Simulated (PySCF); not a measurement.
**Pb (lead, neutral) across methods**

[Xe] 4f14 5d10 6s1 6p3, high-spin 5S determinant (an excited configuration). All numbers are calculated (PySCF 2.14, the spin-free X2C one-electron Hamiltonian (Gaussian nucleus), in aug-cc-pVTZ-DK3 (9s8p6d3f, 84 functions)).

```csv
method,E (hartree),mean ε 5d β (eV),mean ε 6s α (eV),mean ε 6p α (eV),Σ⟨r²⟩ (bohr²),⟨S²⟩
TPSS,-20883.02,-22.038,-13.746,-4.906,75.26,6.003
BLYP,-20884.96,-21.836,-13.414,-4.595,75.94,6.002
LDA,-20871.15,-22.170,-13.888,-5.001,75.35,6.002
UHF,-20877.74545,-30.054,-19.813,-8.355,75.13,6.010
r2SCAN,-20883.82,-22.447,-14.433,-5.230,74.51,6.007
PBE,-20883.88,-21.965,-13.691,-4.893,75.49,6.003
PBE0,-20883.59,-24.218,-15.405,-5.862,74.89,6.004
```

Spin-orbit coupling, which splits the p, d and f shells strongly at this Z, is absent. Spin-orbit coupling is strong in this species (close to jj coupling), so the high-spin LS determinant is a model state, not a physical level.
